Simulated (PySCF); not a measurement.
## Working out the ionisation energy of Xe

Xe [Xe] (1S) → Xe⁺ [Kr] 4d10 5s2 5p5 (2P). Calculation: PySCF 2.14, in x2c-SVPall (6s5p3d, 36 functions); scalar relativity by spin-free X2C-1e. Frozen: [Kr] 4d10. Energies in hartree (1 hartree = 27.21139 eV):

| part | Xe (lower) | Xe⁺ (upper) |
| --- | --- | --- |
| UHF | -7442.665015 | -7442.239044 |
| CCSD correlation | -0.099609 | -0.079268 |
| (T) | -0.000880 | -0.000797 |

Task: What does Hartree-Fock give?

Result: (-7442.239044) − (-7442.665015) = 0.425971 hartree = 11.591 eV.

Task: What do CCSD and CCSD(T) give?

Result: The CCSD correlation energies differ by 0.020341 hartree = 0.554 eV and the triples by 0.000083 hartree = 0.002 eV, so CCSD gives 12.145 eV and CCSD(T) 12.147 eV.

Measured between the centres of the two terms (NIST): 12.565 eV, so CCSD(T) (valence) is off by -0.418 eV.

A double-zeta basis recovers only part of the correlation energy.

What remains against the reference includes basis incompleteness, the frozen core and higher excitations.
